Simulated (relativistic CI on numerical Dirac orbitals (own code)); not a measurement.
# Line list: Electric-dipole lines, Sn13+

Calculated at this level of theory: Dirac-Coulomb-Breit CI, separate exchange-only KLI orbitals for each configuration, model QED, unscaled Slater integrals (own radial code, finite nucleus).

Configurations in the expansion (outside the closed core [Ar] 3d10): 4s²4p⁶4d, 4s²4p⁵4d², 4s²4p⁶4f, 4s4p⁶4d², 4s²4p⁶5s, 4s²4p⁵4d4f, 4s²4p⁶5p, 4s4p⁶4d4f, 4s²4p⁶5d, 4s²4p⁵4d5s, 4s²4p⁶5f, 4s²4p⁶6s, 4s²4p⁶6p, 4s²4p⁶5g, 4s²4p⁵4d5p, 4s²4p⁶6d, 4s²4p⁶6f, 4s²4p⁶7s, 4s4p⁶4d5s, 4s²4p⁵4d5d, 4s²4p⁶7p, 4p⁶4d³, 4p⁵4d⁴, 4p⁵4d³4f, 4p⁶4d4f², 4p⁵4d²4f², 4p⁶4f³, 4p⁶4f²5s, 4p⁵4d4f³, 4p⁶4f²5p. Double excitations out of closed p, d and f shells are left out; levels of such configurations are missing from the list, as are those of other unlisted configurations, and high levels can miss mixing partners. These lack a partner that the ground configuration has and come out too high: 4s²4p⁵4d5s, 4s²4p⁵4d5p, 4s²4p⁵4d5d, 4s²4p⁶5d, 4s²4p⁶5f.

| λ vac (Å) | Lower | Upper | A (s⁻¹) | gf | Branching (%) |
| --- | --- | --- | --- | --- | --- |
| 124.42 | 4s²4p⁶4d ²D3/2 [1] | 4s²4p⁵4d² ²D°3/2 [49] | 8.82e+11 | 8.19e+00 | 86.3 |
| 124.43 | 4s²4p⁶4f ²F°7/2 [35] | 4s²4p⁵4d4f ²F7/2 [248] | 3.10e+11 | 5.75e+00 | 29.3 |
| 125.80 | 4s²4p⁶4d ²D3/2 [1] | 4s²4p⁵4d² ²P°3/2 [47] | 1.25e+11 | 1.19e+00 | 16.3 |
| 125.96 | 4s²4p⁶5s ²S1/2 [39] | 4s²4p⁵4d5s ²P°3/2 [251] | 7.84e+11 | 7.46e+00 | 96.6 |
| 126.03 | 4s²4p⁶4d ²D5/2 [2] | 4s²4p⁵4d² ²D°5/2 [51] | 9.85e+11 | 1.41e+01 | 100.0 |
| 126.23 | 4s²4p⁶5p ²P°3/2 [52] | 4s²4p⁵4d5p ²D5/2 [304] | 7.75e+11 | 1.11e+01 | 86.5 |
| 126.28 | 4s²4p⁶5p ²P°1/2 [50] | 4s²4p⁵4d5p ²D3/2 [281] | 7.57e+11 | 7.24e+00 | 82.0 |
| 126.47 | 4s²4p⁶4d ²D5/2 [2] | 4s²4p⁵4d² ²D°3/2 [49] | 1.40e+11 | 1.34e+00 | 13.7 |
| 126.49 | 4s²4p⁶4d ²D5/2 [2] | 4s²4p⁵4d² ²F°7/2 [48] | 8.55e+11 | 1.64e+01 | 100.0 |
| 127.49 | 4s²4p⁶5p ²P°3/2 [52] | 4s²4p⁵4d5p ²P3/2 [292] | 7.44e+11 | 7.25e+00 | 78.6 |
| 127.89 | 4s²4p⁶4d ²D5/2 [2] | 4s²4p⁵4d² ²P°3/2 [47] | 6.44e+11 | 6.32e+00 | 83.7 |
| 128.61 | 4s²4p⁶4d ²D3/2 [1] | 4s²4p⁵4d² ²F°5/2 [46] | 8.34e+11 | 1.24e+01 | 100.0 |
| 128.81 | 4s²4p⁶4d ²D3/2 [1] | 4s²4p⁵4d² ²P°1/2 [45] | 7.13e+11 | 3.55e+00 | 100.0 |
| 134.97 | 4s²4p⁵4d² ²F°5/2 [19] | 4s²4p⁵4d4f ²G7/2 [170] | 1.46e+11 | 3.19e+00 | 32.5 |
| 136.33 | 4s²4p⁵4d² ⁴D°1/2 [3] | 4s²4p⁵4d4f ⁴F3/2 [122] | 1.59e+11 | 1.77e+00 | 36.1 |
| 136.63 | 4s²4p⁵4d² ⁴D°3/2 [4] | 4s²4p⁵4d4f ⁴F5/2 [123] | 1.10e+11 | 1.84e+00 | 30.3 |
| 137.15 | 4s4p⁶4d² ⁴F9/2 [56] | 4s4p⁶4d4f ⁴G°11/2 [400] | 2.72e+11 | 9.21e+00 | 63.8 |
| 138.15 | 4s²4p⁵4d² ²H°11/2 [20] | 4s²4p⁵4d4f ²I13/2 [167] | 4.27e+11 | 1.71e+01 | 98.2 |
| 138.26 | 4s²4p⁵4d² ²H°9/2 [25] | 4s²4p⁵4d4f ²H11/2 [178] | 4.25e+11 | 1.46e+01 | 91.1 |
| 138.82 | 4s²4p⁵4d² ⁴D°5/2 [5] | 4s²4p⁵4d4f ⁴F7/2 [121] | 1.29e+11 | 2.98e+00 | 37.8 |
| 138.96 | 4s²4p⁵4d² ²G°9/2 [42] | 4s²4p⁵4d4f ²H11/2 [229] | 4.06e+11 | 1.41e+01 | 84.8 |
| 140.60 | 4s²4p⁵4d² ⁴D°7/2 [6] | 4s²4p⁵4d4f ⁴F7/2 [121] | 6.37e+10 | 1.51e+00 | 18.7 |
| 140.63 | 4s²4p⁵4d² ⁴D°7/2 [28] | 4s²4p⁵4d4f ²G9/2 [184] | 1.33e+11 | 3.94e+00 | 31.8 |
| 140.71 | 4s²4p⁵4d² ²F°5/2 [7] | 4s²4p⁵4d4f ²F7/2 [126] | 1.57e+11 | 3.74e+00 | 48.7 |
| 141.26 | 4s²4p⁵4d² ⁴D°7/2 [6] | 4s²4p⁵4d4f ⁴F9/2 [119] | 1.43e+11 | 4.29e+00 | 48.2 |
| 141.87 | 4s²4p⁵4d² ²F°5/2 [46] | 4s²4p⁵4d4f ²G7/2 [263] | 6.86e+11 | 1.66e+01 | 59.9 |
| 141.93 | 4s²4p⁵4d² ⁴F°3/2 [13] | 4s²4p⁵4d4f ²F5/2 [131] | 1.39e+11 | 2.51e+00 | 39.1 |
| 142.56 | 4s²4p⁵4d² ²D°5/2 [16] | 4s²4p⁵4d4f ²F7/2 [138] | 1.26e+11 | 3.08e+00 | 49.9 |
| 142.78 | 4s²4p⁵4d² ⁴G°9/2 [8] | 4s²4p⁵4d4f ⁴H9/2 [120] | 6.09e+10 | 1.86e+00 | 19.1 |
| 142.95 | 4s²4p⁵4d² ⁴G°7/2 [9] | 4s²4p⁵4d4f ⁴H9/2 [120] | 2.17e+11 | 6.65e+00 | 68.1 |
| 143.29 | 4s²4p⁵4d² ⁴G°9/2 [8] | 4s²4p⁵4d4f ⁴H11/2 [117] | 2.90e+11 | 1.07e+01 | 86.2 |
| 143.38 | 4s²4p⁵4d² ²G°7/2 [31] | 4s²4p⁵4d4f ²H9/2 [182] | 2.41e+11 | 7.43e+00 | 68.5 |
| 143.41 | 4s²4p⁵4d² ²F°7/2 [17] | 4s²4p⁵4d4f ²G9/2 [137] | 9.96e+10 | 3.07e+00 | 50.4 |
| 143.47 | 4s²4p⁵4d² ²G°7/2 [15] | 4s²4p⁵4d4f ²H9/2 [135] | 1.43e+11 | 4.42e+00 | 46.7 |
| 144.12 | 4s²4p⁵4d² ⁴G°11/2 [10] | 4s²4p⁵4d4f ⁴H13/2 [114] | 3.19e+11 | 1.39e+01 | 99.1 |
| 144.17 | 4s²4p⁶4f ²F°7/2 [35] | 4s²4p⁵4d4f ²G9/2 [194] | 1.92e+11 | 5.97e+00 | 55.3 |
| 144.21 | 4s²4p⁵4d² ²G°9/2 [33] | 4s²4p⁵4d4f ²H11/2 [190] | 2.90e+11 | 1.08e+01 | 83.2 |
| 144.43 | 4s²4p⁵4d² ⁴F°9/2 [18] | 4s²4p⁵4d4f ⁴G11/2 [136] | 3.39e+11 | 1.27e+01 | 95.8 |
| 144.62 | 4s²4p⁵4d² ²F°7/2 [48] | 4s²4p⁵4d5p ²G9/2 [269] | 2.57e+11 | 8.05e+00 | 57.4 |
| 145.24 | 4s²4p⁵4d² ²F°7/2 [48] | 4s²4p⁵4d4f ²G9/2 [268] | 4.93e+11 | 1.56e+01 | 66.8 |
| 146.98 | 4s²4p⁵4d² ²F°5/2 [36] | 4s²4p⁵4d4f ²F7/2 [186] | 2.00e+11 | 5.17e+00 | 78.6 |
| 149.58 | 4s²4p⁵4d² ⁴D°3/2 [4] | 4s²4p⁵4d4f ⁴D5/2 [80] | 6.79e+10 | 1.37e+00 | 54.0 |
| 150.80 | 4s²4p⁵4d² ⁴D°7/2 [6] | 4s²4p⁵4d4f ⁴F9/2 [87] | 4.74e+10 | 1.62e+00 | 51.0 |
| 150.94 | 4s²4p⁵4d² ⁴D°5/2 [5] | 4s²4p⁵4d4f ⁴D7/2 [81] | 6.03e+10 | 1.65e+00 | 49.1 |
| 221.41 | 4s²4p⁵4d² ⁴G°11/2 [10] | 4s4p⁶4d² ⁴F9/2 [56] | 2.78e+10 | 2.05e+00 | 63.6 |

Terms are leading LS components. Brackets give the number of a level in order of energy, since labels repeat. The list gives strong lines, with weight on those to low levels, without lines whose two gauges differ by over a factor of 2.5, among the lowest 400 of 6895 levels, so that lines to higher ones, which can be the strongest, are missing. Levels whose partners in the same complex of configurations lie outside the list can be far off, and so can their lines. Rates are taken at the computed energies, electric ones in the length gauge.

At this charge energies of transitions that change n are usually good to better than 1 %, and those within a shell (Δn = 0) to a few per cent.

LS names give the leading component of a level, which can be under half, so a name can repeat, a term be missing and a line seem to break the LS rules.
